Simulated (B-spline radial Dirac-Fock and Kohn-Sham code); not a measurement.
# Binding energies of Tm in different valence configurations

Model: Dirac-Fock energy differences between relaxed states, corrected for Breit and QED terms. Program: an atomic code on a B-spline grid. Correlation energy is missing from these numbers.

Reference: the tabulated ground configuration [Xe] 4f13 6s2, with 3s 2311.8 eV, 3d3/2 1512.8 eV, 3d5/2 1468.4 eV, 4s 474.7 eV, 4p3/2 338.9 eV, 5p1/2 35.05 eV, Kα1 50738.6 eV, Kβ1 57502.5 eV, Lα1 7179.3 eV, Lβ2 8464.3 eV.

**Question.** One of these configurations gives the following shifts from the reference, in eV: average energy +1.38, 3s +13.87, 3d3/2 +13.63, 3d5/2 +13.67, 4s +13.27, 4p3/2 +12.87, 5p1/2 +7.51, Kα1 -0.81, Kβ1 -1.91, Lα1 -0.93, Lβ2 +0.51. Which?
A. [Xe] 4f13 6s1 6p1
B. [Xe] 4f12 6s2 6p1
C. [Xe] 4f11 5d2 6s2
D. [Xe] 4f13 5d1 6s1
E. [Xe] 4f14 6s1
F. [Xe] 4f13 5d2
G. [Xe] 4f12 5d1 6s2

**Answer.** B. The others give [Xe] 4f13 5d1 6s1: 3s -1.77; [Xe] 4f13 6s1 6p1: 3s +1.36; [Xe] 4f11 5d2 6s2: 3s +20.61; [Xe] 4f12 5d1 6s2: 3s +9.92; [Xe] 4f14 6s1: 3s -10.75; [Xe] 4f13 5d2: 3s -2.80.

Values without a named source are computed, but for edge energies of neutral atoms, which are taken from tables.
